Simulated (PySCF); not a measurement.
**Electric field gradients and quadrupole coupling constants**

Compound: C5H11NO2Si.
Cartesian coordinates in Å at the GFN2-xTB level; atoms count from 1:
```
atom  x, y, z in Å
C1     2.3529   -1.1028   -1.3341
C2     1.6217   -0.4567   -0.4167
C3     2.2717    0.3405    0.6218
N4     1.5692    0.9184    1.4901
O5     0.2914   -0.5275   -0.4235
Si6   -0.8638    0.2212    0.4858
C7    -0.9915    2.0906    0.2345
O8    -2.2407   -0.2887   -0.2171
C9    -2.6381   -1.6009   -0.4880
H10    3.4256   -1.0502   -1.3303
H11    1.8847   -1.6913   -2.1021
H12    3.3657    0.3717    0.5600
H13    2.0634    1.4602    2.1929
H14   -0.7935   -0.2592    1.8634
H15   -0.9759    2.3463   -0.8211
H16   -1.9202    2.4642    0.6493
H17   -0.1745    2.6102    0.7189
H18   -2.9078   -2.1171    0.4370
H19   -3.5082   -1.5610   -1.1447
H20   -1.8372   -2.1572   -0.9792
```

Field gradients from the PBE0/pcSseg-1 density (PySCF, non-relativistic), principal values in atomic units, ordered |Vxx| ≤ |Vyy| ≤ |Vzz|:

| atom | Vxx | Vyy | Vzz |
| --- | --- | --- | --- |
| N4 | 0.3110 | 0.6173 | -0.9283 |
| O5 | -0.7148 | -0.8871 | 1.6019 |
| O8 | -0.5904 | -1.1636 | 1.7540 |

**Question.** Find the asymmetry η = (Vxx − Vyy)/Vzz and the couplings χ = eQV/h (234.96 MHz × Q in barn × V in au), with Q(14N) = 0.02044 b, Q(17O) = −0.0256 b.

**Answer.** 
| atom | environment | nucleus | η | χzz (MHz) | χxx (MHz) | χyy (MHz) |
| --- | --- | --- | --- | --- | --- | --- |
| N4 | imine nitrogen | 14N | 0.33 | -4.458 | 1.494 | 2.965 |
| O5 | silyl ether oxygen | 17O | 0.11 | -9.64 | 4.30 | 5.34 |
| O8 | silyl ether oxygen | 17O | 0.33 | -10.55 | 3.55 | 7.00 |

The tensor is traceless: Vxx + Vyy + Vzz = 0.

**Question.** What is Vzz at O5 in SI units (1 au = 9.71736 × 10²¹ V/m²)?

**Answer.** 1.6019 au = 15.566 × 10²¹ V/m².

**Question.** What couplings would deuterons (Q(2H) = 0.00286 b) have in place of the hydrogens, at this geometry?

**Answer.** 
```csv
atom,bonded to,bond length (Å),Vzz (au),η,χzz (kHz)
H10,C1,1.074,0.3434,0.08,231
H11,C1,1.075,0.3412,0.05,229
H12,C3,1.096,0.2906,0.06,195
H13,N4,1.016,0.3949,0.02,265
H14,Si6,1.461,0.1634,0.05,110
H15,C7,1.086,0.3264,0.01,219
H16,C7,1.083,0.3313,0.01,223
H17,C7,1.083,0.3317,0.03,223
H18,C9,1.093,0.2979,0.07,200
H19,C9,1.091,0.3026,0.06,203
H20,C9,1.092,0.2976,0.07,200
```

Geometry: GFN2-xTB, one conformer, isolated molecule. GFN2-xTB bond lengths can be off by several hundredths of an ångström, more for odd bonds, and the gradients follow them. With a basis this small, the couplings can be 20 % off.

These values come from a run that also computed NMR shieldings. On Arm Neoverse V2, one thread, on a shared host, this took 50 s (grids of density and orbitals included) and 1.0 GiB of memory at its peak.
